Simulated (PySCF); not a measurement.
How methods differ on the excitation energy of F⁺

F⁺ [He] 2s2 2p4 (3P) → F⁺ [He] 2s1 2p4 3s1 (5P), as a difference of total energies. Computed with PySCF 2.14 in aug-cc-pVTZ (5s4p3d2f, 46 functions), with no relativity, point nucleus. Correlated levels: valence: 1s2 frozen. The calculations carry no spin-orbit coupling.

| method | excitation energy (eV) |
| --- | --- |
| UHF | 39.617 |
| LDA | 40.094 |
| PBE | 39.970 |
| PBE0 | 40.253 |
| r2SCAN | 39.956 |
| wB97X-V | 40.888 |
| r2SCAN0 | 40.158 |
| M06-2X | 41.077 |
| revPBE | 39.927 |
| MP2 (valence) | 40.541 |
| SCS-MP2 (valence) | 40.705 |

Q: How much does correlation contribute at MP2 (valence)?

A: 40.541 − (39.617) = 0.924 eV, measured against UHF.

The upper state lies above the first ionisation limit, where it may autoionise and the basis confines it. A Rydberg-like electron needs more diffuse functions than a valence basis has.

The promoted electron is Rydberg-like, and one or two diffuse shells describe it only roughly, which tends to raise the upper state.
